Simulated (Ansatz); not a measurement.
```yaml
crystal:
  periodic: [false, false, false]
  atoms:
    - {symbol: Cu, position_ang: [-0.198800, 0.638824, 0.951095]}
    - {symbol: Se, position_ang: [1.586815, 0.840592, -0.879705]}
    - {symbol: Se, position_ang: [-0.037705, 2.497238, -0.468090]}
    - {symbol: Se, position_ang: [0.501576, -1.198271, -1.654371]}
    - {symbol: Se, position_ang: [-1.919552, -0.886362, 1.410941]}
    - {symbol: Se, position_ang: [0.067666, -1.892021, 0.640139]}
basis:
  gaussian: {orbitals: def2-TZVP, initial_orbitals: start.molden}
magnetization: {spin_polarized: true, initial_magnetization: 1}
hamiltonian: {xc: pbe0, dispersion: d4}
scf: {omitted_lower_state_checks: [starts]}
output: {orbitals: {seedname: orbitals}}
```

The file start.molden holds the orbitals of an earlier run on this structure, at another level or in another basis.

```sh
$ ansatz run in.yaml --threads 4 --pin off --events-out ev --progress --plain --max-ram 4787MiB
```

Q: Does this run fit into the memory that it is given?

A: No. It has 285 basis functions, and Ansatz plans for 6 GiB where 5 GiB are given.
